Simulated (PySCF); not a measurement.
The isolated species `FC(F)[SiH2]P[SiH3]` is ionised with synchrotron light (hν = 950.0 eV). Calculated photoelectron kinetic energies of its computed core levels, recoil neglected:

```tsv
line	kinetic energy (eV)
1	843.13
2	842.99
3	842.50
4	842.36
5	813.88
6	812.99
7	654.99
8	256.90
```

Computed, not measured: delta-SCF UKS SCAN, pcX-2 on the ionised atom, pcseg-1 elsewhere, spin-free X2C in PySCF 2.14.0.

**Question.** Convert to binding energies and name the level and atom behind each line. Numbering: `[F:1][CH:2]([F:3])[SiH2:4][PH:5][SiH3:6]`.

**Answer.** Against the vacuum level, binding energy = hν − kinetic energy.

| line | binding energy (eV) | level | atoms | environment |
| --- | --- | --- | --- | --- |
| 1 | 106.87 | Si 2p3/2 | Si6 | SiH3 silicon |
| 2 | 107.01 | Si 2p3/2 | Si4 | SiH2 silicon |
| 3 | 107.50 | Si 2p1/2 | Si6 | SiH3 silicon |
| 4 | 107.64 | Si 2p1/2 | Si4 | SiH2 silicon |
| 5 | 136.12 | P 2p3/2 | P5 | three-coordinate phosphorus |
| 6 | 137.01 | P 2p1/2 | P5 | three-coordinate phosphorus |
| 7 | 295.01 | C 1s | C2 | CHF2 carbon |
| 8 | 693.10 | F 1s | F1/F3 | fluorine of a CF2 group |

Out of reach at this photon energy: Si 1s (1846.7 and 1846.6 eV), P 1s (2149.6 eV).

**Question.** Where does line 2 move with hν = 1253.6 eV?

**Answer.** To 1253.6 − 107.01 = 1146.59 eV; every photoline shifts by the change in photon energy, +303.6 eV.

The 2 Si 2p3/2 values lie within 0.14 eV of each other.

**Question.** Which photon energy gives electrons from Si 2p3/2 of Si6 a kinetic energy of 20 eV, and what is their de Broglie wavelength?

**Answer.** hν = 106.87 + 20 = 126.87 eV, recoil neglected; λ = 12.264 Å/√(E/eV) = 2.74 Å.

Other core shells, valence and Auger electrons aren't listed. Topologically equivalent atoms share the value of their first member; where this conformer doesn't relate them by symmetry, their own values could differ. The 2p values aren't plain energy differences: one relaxed spin-free 2p hole is combined with a matrix within the shell (ground-state 2p orbital-energy differences and spin–orbit coupling). 2p3/2, the mean of its two sublevels, lies a third of the splitting below the shell's mean and 2p1/2 two thirds above it; the statistical areas are 2:1. 2p1/2 minus 2p3/2 (ligand field included): Si 0.62 eV, P 0.89 eV. The structure is a single PBE0-D3(BJ)/def2-SVP conformer in the gas phase; no vibrational or solvent corrections.

Time: 56 s wall; peak memory 0.71 GiB. Hardware: Arm Neoverse V2, one thread, shared host.

Conformer computed: `[F:1][CH:2]([F:3])[SiH2:4][PH:5][SiH3:6]`: F1–C2–Si4–P5 60°, C2–Si4–P5–Si6 -70°.
